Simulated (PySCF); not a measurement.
An unknown is described by computed data only.

Formula: C5H9N3.

| Item | Value |
| --- | --- |
| Triplet | lowest triplet excitation (Tamm–Dancoff): 4.88 eV [TDA B3LYP/def2-SVPD] |
| Rotational structure | rotational constants A, B, C: 3.502, 2.064, 1.331 GHz [GFN2-xTB] |
| NMR, other nuclei | isotropic shieldings of nuclei other than C and H, by class: -88 (2 N), 83 (1 N) ppm [GIAO PBE0/pcSseg-1] |
| 13C NMR | chemical shifts (computed TMS as zero) by class: 153.4 (2 C), 30.0 (1 C), 13.2 (2 C) ppm [GIAO PBE0/pcSseg-1] |
| Polarisability | 79.0 au [B3LYP/def2-SVPD] |
| Dipole | 6.05 D [B3LYP/def2-SVPD] |
| 1H NMR | chemical shifts (computed TMS as zero) by class: 3.48 (3 H), 2.43 (6 H) ppm [GIAO PBE0/pcSseg-1] |

Electronic properties: PySCF, gas phase, density fitting. Levels stand in brackets. Geometry: GFN2-xTB; no solvent, vibrations or thermal averaging. GFN2-xTB frequencies show an imaginary mode (26i cm⁻¹), so this geometry is no minimum at that level. NMR values are class means; diastereotopic atoms form classes of their own.

**Question.** Propose a structure and show how it fits.

**Answer.** Numbering: `[CH3:1][c:2]1[n:3][n:4][c:5]([CH3:6])[n:7]1[CH3:8]`. Its formula, C5H9N3, gives 3 degrees of unsaturation: 1 ring and 2 π bonds in the structure found (Kekulé form). 5 carbons fall into 3 classes; from least to most shielded: substituted aromatic carbon [C2/C5] (153.4 ppm, 2 C), N-methyl carbon [C8] (30.0 ppm), benzylic-type carbon [C1/C6] (13.2 ppm, 2 C). Hydrogen classes from least to most shielded: 3 H on an N-methyl carbon, C8 (3.48 ppm), 6 H on 2 benzylic-type carbons, C1/C6 (2.43 ppm, a mean of values up to 0.9 ppm apart in this geometry). The other shieldings belong to: -88 ppm, pyridine-type nitrogen [N3/N4]; 83 ppm, pyrrole-type nitrogen [N7]. By its constants the optimised geometry is an asymmetric top. Structure: `Cc1nnc(C)n1C`. Computed isomers that give other values at the same levels: `CC(C)n1ccnn1` (13C chemical shifts (computed TMS as zero) by class: 136.0 (1 C), 128.5 (1 C), 54.7 (1 C), 26.5 (2 C) ppm); `CCn1ncc(C)n1` (13C chemical shifts (computed TMS as zero) by class: 148.5 (1 C), 138.0 (1 C), 51.3 (1 C), 19.5 (1 C), 13.0 (1 C) ppm); `CCc1nncn1C` (13C chemical shifts (computed TMS as zero) by class: 158.4 (1 C), 147.1 (1 C), 30.8 (1 C), 22.6 (1 C), 16.1 (1 C) ppm). The assignments are read from this structure; whether some other isomer fits the data as well wasn't checked.
